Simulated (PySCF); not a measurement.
All values below come from PBE-D3(BJ)/def2-TZVP // B3LYP-D3(BJ)/def2-SVP run with PySCF 2.14.0. Gas-phase values, no solvent. Delta-SCF ions had no search for a lower state. Excitations are Tamm–Dancoff values on a coarser integration grid. The basis has no diffuse functions, so Rydberg states are missing or too high.

Reference species (SMILES): `s1ccc2c1c(c([SiH3])cc2)C` (neutral, multiplicity 1).

| Item | Value |
|---|---|
| S1 oscillator strength | 0.070 |
| S1 excitation (TDA) | 4.13 eV |
| vertical ionisation energy (Delta-SCF) | 7.72 eV |

Changed species: `Cc1c2c(cc(c1)[SiH3])ccs2`.

Task: Give the shifts of the S1 oscillator strength, S1 excitation (TDA) and vertical ionisation energy (Delta-SCF).

Result: the S1 oscillator strength decreases by 0.039, to 0.031; the S1 excitation (TDA) increases by 0.11 eV, to 4.24 eV; the vertical ionisation energy (Delta-SCF) rises by 0.07 eV, to 7.79 eV.
